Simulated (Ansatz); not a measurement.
Input and output for Ga₄Sb₄H₁₄, a cluster cut from wurtzite GaSb (hydrogen-capped).

```yaml
crystal:
  periodic: [false, false, false]
  atoms:
    - {symbol: Ga, position_ang: [-2.273023, -1.310541, -1.548811]}
    - {symbol: Sb, position_ang: [-2.049473, -1.188052, 1.198120]}
    - {symbol: Ga, position_ang: [2.264444, -1.314890, -1.555105]}
    - {symbol: Sb, position_ang: [-0.003754, -0.005701, -2.117430]}
    - {symbol: Sb, position_ang: [2.053445, -1.186410, 1.192470]}
    - {symbol: Ga, position_ang: [0.003409, 0.003624, 2.439399]}
    - {symbol: Ga, position_ang: [-0.000978, 2.614617, -1.561828]}
    - {symbol: Sb, position_ang: [-0.001371, 2.370967, 1.186139]}
    - {symbol: H, position_ang: [-2.148476, -2.854677, -1.849266]}
    - {symbol: H, position_ang: [-3.543985, -0.419158, -1.833440]}
    - {symbol: H, position_ang: [-2.165356, -2.722946, 1.958119]}
    - {symbol: H, position_ang: [-3.439107, -0.520236, 1.953078]}
    - {symbol: H, position_ang: [2.132947, -2.860357, -1.845979]}
    - {symbol: H, position_ang: [3.536472, -0.429573, -1.852917]}
    - {symbol: H, position_ang: [-0.005534, -0.010892, -3.837436]}
    - {symbol: H, position_ang: [2.164012, -2.724056, 1.947891]}
    - {symbol: H, position_ang: [3.446644, -0.526186, 1.947561]}
    - {symbol: H, position_ang: [0.005166, 0.009075, 4.015572]}
    - {symbol: H, position_ang: [-1.403875, 3.274183, -1.857406]}
    - {symbol: H, position_ang: [1.403175, 3.271765, -1.856957]}
    - {symbol: H, position_ang: [-1.275784, 3.239952, 1.939594]}
    - {symbol: H, position_ang: [1.268601, 3.245894, 1.940328]}
basis:
  gaussian: {orbitals: STO-3G, point_charges: [{charge: 0.50, position_ang: [6.322, -0.294, 0.777]}]}
hamiltonian: {xc: {name: PBEsol}, dispersion: d4}
scf: {omitted_lower_state_checks: [starts]}
output: {forces: true}
```

```sh
$ ansatz run in.yaml --threads 2 --pin off --events-out ev --progress --plain --max-ram 20480MiB --backend cuda --devices 0, --max-vram 18GiB
```

Output, abridged:

```
Functional definition: PBEsol
2702 factors; their error is unknown
mean field evaluation 1: about -882856.2089 eV, gradient 5.1e2 eV
mean field evaluation 2: about -885154.6789 eV, gradient 2.1e2 eV
mean field evaluation 4: about -883541.3027 eV, gradient 4.4e2 eV
mean field evaluation 8: about -885281.3690 eV, gradient 4.5e2 eV
mean field evaluation 16: about -887371.6010 eV, gradient 3.3e1 eV
mean field -887383.86794410 eV, -32610.7556565565 hartree, gradient 2.4e-5 eV, S^2 0.000000; 0 other end points of the search recorded, 0 dependent functions left out
reference -887383.86798550 eV, -32610.7556580779 hartree; 171, 171 occupied and 23, 23 virtual orbitals, 2702 factors
Total energy: -887384.38988234 eV, -32610.7748374330 hartree
Atom 0 at    -2.273023    -1.310541    -1.548811 Å, force    -0.506193    -0.301598     0.437434 eV/Å
Atom 1 at    -2.049473    -1.188052     1.198120 Å, force     0.440656     0.280759    -0.478996 eV/Å
Atom 2 at     2.264444    -1.314890    -1.555105 Å, force     0.706150    -0.321304     0.501730 eV/Å
Atom 3 at    -0.003754    -0.005701    -2.117430 Å, force    -0.115467     0.038563     0.083406 eV/Å
Atom 4 at     2.053445    -1.186410     1.192470 Å, force    -0.832825     0.322989    -0.537380 eV/Å
Atom 5 at     0.003409     0.003624     2.439399 Å, force     0.109108    -0.017152     0.627382 eV/Å
Atom 6 at    -0.000978     2.614617    -1.561828 Å, force     0.037874     0.616002     0.441222 eV/Å
Atom 7 at    -0.001371     2.370967     1.186139 Å, force    -0.045131    -0.564619    -0.485088 eV/Å
Atom 8 at    -2.148476    -2.854677    -1.849266 Å, force    -0.197156     3.164914     0.729454 eV/Å
Atom 9 at    -3.543985    -0.419158    -1.833440 Å, force     2.638044    -1.779007     0.693122 eV/Å
Atom 10 at    -2.165356    -2.722946     1.958119 Å, force     0.062404     0.554431    -0.388777 eV/Å
Atom 11 at    -3.439107    -0.520236     1.953078 Å, force     0.516429    -0.226600    -0.382854 eV/Å
Atom 12 at     2.132947    -2.860357    -1.845979 Å, force     0.224597     3.192846     0.707824 eV/Å
Atom 13 at     3.536472    -0.429573    -1.852917 Å, force    -2.667002    -1.789740     0.737171 eV/Å
Atom 14 at    -0.005534    -0.010892    -3.837436 Å, force     0.022582    -0.004666     0.766661 eV/Å
Atom 15 at     2.164012    -2.724056     1.947891 Å, force     0.018392     0.543164    -0.359936 eV/Å
Atom 16 at     3.446644    -0.526186     1.947561 Å, force    -0.425831    -0.252417    -0.345405 eV/Å
Atom 17 at     0.005166     0.009075     4.015572 Å, force    -0.008959    -0.012504    -3.364426 eV/Å
Atom 18 at    -1.403875     3.274183    -1.857406 Å, force     2.859185    -1.403844     0.717094 eV/Å
Atom 19 at     1.403175     3.271765    -1.856957 Å, force    -2.860035    -1.398669     0.721866 eV/Å
Atom 20 at    -1.275784     3.239952     1.939594 Å, force     0.459563    -0.320909    -0.382951 eV/Å
Atom 21 at     1.268601     3.245894     1.940328 Å, force    -0.447436    -0.320391    -0.379051 eV/Å
Dipole moment:    -0.329605     0.036441     1.253608 e Å
Checks for a lower state left out: starts
```

It took 9 s on 2 threads of AMD EPYC 7R13 on a shared host and a share (18 GiB) of an NVIDIA H100 80GB HBM3.
